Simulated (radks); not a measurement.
Problem. Excited configurations of neutral tantalum: one electron is placed in a higher orbital outside [Xe] 4f14 5d3 6s1. The ground configuration is [Xe] 4f14 5d3 6s2. Method: scalar-relativistic Kohn-Sham, LDA (Slater exchange, Perdew-Wang correlation), spin-polarised, spherical densities, point nucleus; open shells are filled with parallel spins first (spin-orbit coupling, left out, can overturn this in heavy ions); computed with a radial shooting solver on a logarithmic mesh with Libxc functionals. Excitation = E - E(ground); binding = E(ion) - E, where the ion is the core of charge +1; n* = 1/sqrt(2 binding) in atomic units, and the quantum defect is n - n*.

outer orbital  excitation (eV)  binding (eV)     n*  quantum defect  eigenvalue (eV)  <r> (bohr)
5f                       6.798         0.945  3.794           1.206           -0.460       16.68
6p                       2.900         4.843  1.676           4.324           -2.566       4.434
6d                       6.089         1.654  2.868           3.132           -0.787       10.00
6f                       7.090         0.653  4.564           1.436           -0.383       28.33
7s                       5.130         2.613  2.282           4.718           -1.581       8.423
7p                       5.910         1.833  2.725           4.275           -1.086       11.18
7d                       6.733         1.010  3.670           3.330           -0.588       19.30

Estimate the row for 7f.

Solution. excitation (eV) 7.270; binding (eV) 0.473; n* 5.363; quantum defect 1.637; eigenvalue (eV) -0.299; <r> (bohr) 42.57. The Delta-SCF ionisation energy is 7.743 eV (NIST Atomic Spectra Database: 7.550 eV, measured). Self-interaction in the functional shifts the binding energies and quantum defects, so they are the method's values and not measured ones. Open shells are spherical and high-spin; term and fine-structure splittings are not resolved. Spin-orbit splitting is averaged out at the scalar-relativistic level.
